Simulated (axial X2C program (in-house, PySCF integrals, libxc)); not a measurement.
## SbP: from the spin-free to the two-component result

All values were computed with an in-house relativistic program for diatomic molecules. Spin-free means the one-electron spin-free X2C Hamiltonian; two-component (2c) means X2C with spin–orbit coupling and atomic mean-field two-electron Coulomb and Gaunt terms, so the difference of the two also holds small scalar two-electron terms. Basis: Sb dyall-cv3z [11s12p8d4f1g], P dyall-v3z [8s7p2d1f] (cores contracted in-house); Gaussian nuclei, density fitting, unrestricted open shells. Masses: Sb 120.904 u, P 30.974 u.

Spin-free state: M_S = 0, Λ = 0 (closed shell); fragments Sb + P.

| level | Re (Å) | ωe (cm⁻¹) | De (eV) | μ (D) |
| --- | --- | --- | --- | --- |
| PW91 | 2.216 | 505.8 | 3.937 | -1.46 |

Dipoles are positive if P is the positive end.

Two-component determinant lowest at the distance of the search:

Ω = 0 (closed shell); fragments Sb + P.

| level | Re (Å) | ωe (cm⁻¹) | De (eV) | μ (D) |
| --- | --- | --- | --- | --- |
| PW91 | 2.218 | 503.4 | 3.886 | -1.47 |

(1) From the two tables, how do the constants change at the PW91 level (2c against spin-free)?

The state is a single determinant with fixed occupations, the lowest that a limited PBE0 search found. Closed shells are restricted here (equal orbitals for both partners); the stretched side of such a curve lies too high. De is counted from the lowest determinant-based energies of the atoms at the same level, without counterpoise correction.

## Answers

(1) At the PW91 level Re goes up by 0.002 Å and ωe falls by 2.4 cm⁻¹; De changes by -0.051 eV.
